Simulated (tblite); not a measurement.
Species: C₆H₅O₂ (doublet state).
Z-matrix (Å and degrees, GFN2-xTB geometry), rows numbered from 1:
```
O 
C   1  1.3752
C   2  1.3917  1  123.14
C   3  1.3652  2  117.37  1  -179.97
C   4  1.3609  3  125.29  2     0.00
C   5  1.3940  4  117.11  3    -0.04
C   6  1.3857  5  120.38  4     0.03
O   7  1.3609  2  120.02  1    -0.09
H   1  0.9628  2  109.48  3    -0.01
H   3  1.0812  2  120.28  1     0.05
H   5  1.0778  4  122.48  3   179.97
H   6  1.0784  5  120.80  4  -179.98
H   8  0.9669  7  107.77  2    -0.17
```

All values are computed: GFN2-xTB (tblite) harmonic vibrations without scaling, gas phase. Errors from tens to a few hundred cm⁻¹ against measured bands are possible. One conformer, not necessarily the lowest. Open shells enter through the occupations alone, without spin polarisation, and single modes of such species can be off by tens of per cent.

Harmonic wavenumbers (cm⁻¹): 176.2, 273.9, 282.5, 356.3, 410.9, 417.5, 474.9, 480.7, 520.9, 538.2, 644.4, 783.7, 786.9, 792.3, 822.1, 878.1, 1075.1, 1082.6, 1122.7, 1153.8, 1184.9, 1244.8, 1265.1, 1334.5, 1421.1, 1462.5, 1541.5, 1608.5, 3056.8, 3093.0, 3102.1, 3491.4, 3552.2.

A = 3431, B = 2366, C = 1400 MHz; mass 109.029 u (most abundant isotopes); point group Cs, symmetry number 1; spin multiplicity 2.

Q: What is the zero-point energy?

A: ½Σν̃ = 20216 cm⁻¹ = 57.80 kcal/mol.

Q: What is S at 200 K and 1 bar for an ideal gas of classical rigid rotors and harmonic oscillators?

A: Translation 38.02, rotation 26.55, vibration 6.26, spin (R ln 2) 1.38: S = 72.2 cal/(mol K).

Q: And Cp and H(200 K) − H(0)?

A: Cp = 20.38 cal/(mol K), of which vibrations give 12.44 (their classical limit is 33 R = 65.6); H(200 K) − H(0) = 2.47 kcal/mol without the zero-point energy, 0.88 from vibrations.

Q: How do the functions run with temperature in this model?

A: 
```
 T (K)  S (cal/(mol K))  Cp (cal/(mol K))  H − H(0) (kcal/mol)  G − H(0) (kcal/mol)  ln q(vib)
    50             55.0               8.4                 0.40                -2.35       0.01
   100             61.6              11.4                 0.88                -5.28       0.13
298.15             81.9              28.8                 4.89               -19.54       2.20
373.15             89.0              34.5                 7.27               -25.96       3.33
   500            100.3              42.3                12.17               -37.98       5.37
   750            119.5              52.2                24.10               -65.53       9.50
  1000            135.4              58.1                37.93               -97.45      13.42
```

q(vib) and H(0) count from the zero-point level.

Q: Which modes carry the vibrational entropy at 200 K?

A: 176.2 cm⁻¹: 1.64; 273.9 cm⁻¹: 0.93; 282.5 cm⁻¹: 0.89; 356.3 cm⁻¹: 0.58; 410.9 cm⁻¹: 0.43; 417.5 cm⁻¹: 0.41 cal/(mol K); the other 27 give 1.36 together.

Q: What must be added to the electronic energy to get the Gibbs energy at 200 K and 1 bar?

A: ZPE + [H(200 K) − H(0)] − T·S = 57.80 + 2.47 − 14.44 = 45.83 kcal/mol.

Hindered rotation and anharmonicity are outside this model. Other conformers, if any are populated, would add a mixing term that is left out.
